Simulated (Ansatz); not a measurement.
H4O3SeTi (`[OH][Ti]([OH])([OH])[SeH]`). The species carries charge 0 and has multiplicity 1. The structure was optimised at the PBE0-D4/def2-TZVP level. It is one conformer, not always the lowest.

```xyz
9

O    -1.749   -0.655    0.128
Ti   -0.006   -0.247    0.149
O     0.964   -1.553    0.887
O     0.251    1.322    0.953
Se    0.867   -0.070   -2.134
H    -2.521   -0.119    0.318
H     1.727   -1.544    1.466
H     0.753    2.117    0.774
H    -0.286    0.750   -2.541
```

(1) What is the dipole moment at ωB97M-V/def2-TZVPP? (An estimate is asked.)

(2) And with PBE, r2SCAN, B3LYP? (An estimate is asked.)

(3) Give the Mulliken charges with ωB97M-V, PBE, r2SCAN in def2-TZVPP. (Estimate.)

## Answers

(1) Ansatz gave: 3.06 D, with components (-0.02, 2.26, 2.07) D in this frame, pointing from negative to positive charge.

(2) The calculation gave: PBE 2.89 D, r2SCAN 2.99 D, B3LYP 2.93 D.

(3) Computed: 
```
atom  ωB97M-V    PBE  r2SCAN
  O1    -0.42  -0.41   -0.46
 Ti2     0.86   0.80    0.94
  O3    -0.42  -0.41   -0.46
  O4    -0.44  -0.43   -0.48
 Se5    -0.19  -0.19   -0.21
  H6     0.18   0.19    0.21
  H7     0.18   0.19    0.21
  H8     0.19   0.20    0.22
  H9     0.06   0.05    0.05
```

B3LYP here is the variant with VWN-RPA as its local correlation; programs differ in this.
